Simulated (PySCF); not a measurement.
# Fractional electron number in Co²⁺ (cobalt, charge +2)

The 3d beta orbital of [Ar] 3d7 is emptied in steps (occupation f), with all orbitals relaxed, ending at [Ar] 3d6. All numbers are calculated (PySCF 2.14, the spin-free X2C one-electron Hamiltonian (Gaussian nucleus), in aug-cc-pVTZ-DK (8s7p5d3f2g, 93 functions)). The exact energy is a straight line in f; departures are measured from the line between the end points of the same method.

Question: Among BHandHLYP, wB97X, B3LYP, which shows the largest delocalisation error (convex curve), and which is closest to linear?

Answer: Most convex: B3LYP (-1.486 eV at f = 0.4); closest to linear: BHandHLYP (-0.670 eV).

| f | BHandHLYP (eV) | wB97X (eV) | B3LYP (eV) |
| --- | --- | --- | --- |
| 1 | 0.000 | 0.000 | 0.000 |
| 0.8 | -0.432 | -0.476 | -0.975 |
| 0.6 | -0.659 | -0.724 | -1.474 |
| 0.4 | -0.670 | -0.732 | -1.486 |
| 0.2 | -0.454 | -0.492 | -0.998 |
| 0 | 0.000 | 0.000 | 0.000 |

```
   method  E(f=0) − E(f=1) (eV)  −ε at f=1 (eV)  −ε at f=0.4 (eV)
BHandHLYP                33.360          30.711            33.865
    wB97X                33.614          30.681            34.188
    B3LYP                34.077          28.035            35.260
```

Reference removal energy between the ground levels: 33.5 ± 0.06 eV (semi-empirical (NIST evaluation); NIST Atomic Spectra Database, ionization energies). The calculation has no spin-orbit coupling. The determinant left behind need not be the lowest term of the ion.
